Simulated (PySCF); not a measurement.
## `CCC(C#[O+])CC`: 4 charge schemes on one density

Species: C6H11O (charge +1).
Cartesian coordinates in Å at the GFN2-xTB level; atoms count from 1:
```xyz
18
C6H11O angstrom
C     -2.5473    0.1789    0.3316
C     -1.3431   -0.0179   -0.5720
C      0.0088    0.0192    0.2266
C      0.2019    1.3138    0.6572
O      0.3603    2.3987    0.8900
C      1.2514   -0.3790   -0.6476
C      2.5120   -0.5310    0.1851
H     -2.5837   -0.5752    1.1138
H     -3.4551    0.0862   -0.2595
H     -2.5525    1.1626    0.7951
H     -1.3228    0.7325   -1.3627
H     -1.3874   -1.0011   -1.0417
H     -0.0641   -0.6765    1.0725
H      0.9974   -1.3314   -1.1144
H      1.3940    0.3569   -1.4395
H      2.8151    0.4083    0.6417
H      3.3239   -0.8649   -0.4562
H      2.3825   -1.2737    0.9683
```

Density: PBE0/pcSseg-1 (PySCF); schemes: Mulliken, IAO, Hirshfeld and ESP-fitted. Geometry: GFN2-xTB, one conformer, isolated ion.

Task: What partial charge does each atom carry?

Result: In e:

```
atom           environment  Mulliken     IAO  Hirshfeld  ESP-fitted
  C1         methyl carbon    -0.264  -0.433     -0.103      -0.247
  C2      chain CH2 carbon    -0.219  -0.228     -0.025      +0.030
  C3         sp3 CH carbon    -0.480  -0.190     +0.021      -0.066
  C4  triply bonded carbon    +0.629  +0.643     +0.407      +0.509
  O5    oxygen bonded to C    -0.058  -0.057     +0.052      -0.043
  C6      chain CH2 carbon    -0.220  -0.228     -0.025      +0.036
  C7         methyl carbon    -0.263  -0.433     -0.103      -0.257
  H8       methyl hydrogen    +0.146  +0.160     +0.060      +0.085
  H9       methyl hydrogen    +0.175  +0.188     +0.077      +0.132
 H10       methyl hydrogen    +0.137  +0.147     +0.050      +0.079
 H11    methylene hydrogen    +0.168  +0.167     +0.065      +0.055
 H12    methylene hydrogen    +0.188  +0.184     +0.081      +0.083
 H13      methine hydrogen    +0.245  +0.234     +0.111      +0.164
 H14    methylene hydrogen    +0.189  +0.184     +0.081      +0.082
 H15    methylene hydrogen    +0.169  +0.167     +0.065      +0.056
 H16       methyl hydrogen    +0.137  +0.147     +0.050      +0.082
 H17       methyl hydrogen    +0.175  +0.188     +0.077      +0.132
 H18       methyl hydrogen    +0.146  +0.160     +0.060      +0.088
```

Mean size of the charges over all atoms: IAO 0.230 e, Mulliken 0.223 e, ESP-fitted 0.124 e, Hirshfeld 0.084 e. Each set sums to the total charge, 1, to within 0.001 e. The Hirshfeld scheme divides the density at each point in proportion to the densities of the neutral, spherically averaged free atoms.

Lowest charge. The schemes don't all agree: Mulliken C3 (-0.480); IAO C1 and C7 (-0.433); Hirshfeld C1 and C7 (-0.103); ESP-fitted C7 (-0.257).

Highest charge. All schemes agree: Mulliken C4 (+0.629); IAO C4 (+0.643); Hirshfeld C4 (+0.407); ESP-fitted C4 (+0.509).

Task: How many electrons does the IAO scheme count on C2?

Result: Z − q = 6 − (-0.228) = 6.228.

Task: Sum the charges by element, for elements with more than one atom.

Result: 
```tsv
element	atoms	Mulliken	IAO	Hirshfeld	ESP-fitted
C	6	-0.816	-0.869	+0.172	+0.006
H	11	+1.874	+1.927	+0.776	+1.037
```

Task: How closely do the schemes follow one another over all atoms?

Result: Correlation coefficient and root-mean-square difference: Mulliken with IAO 0.94, 0.089 e; Hirshfeld with ESP-fitted 0.94, 0.071 e; IAO with ESP-fitted 0.92, 0.132 e; IAO with Hirshfeld 0.91, 0.172 e; Mulliken with ESP-fitted 0.84, 0.146 e; Mulliken with Hirshfeld 0.83, 0.175 e.

These values come from a run that also computed NMR shieldings. On one thread of an Arm Neoverse N1 (shared host), this took 47 s and 0.76 GiB of memory at its peak.
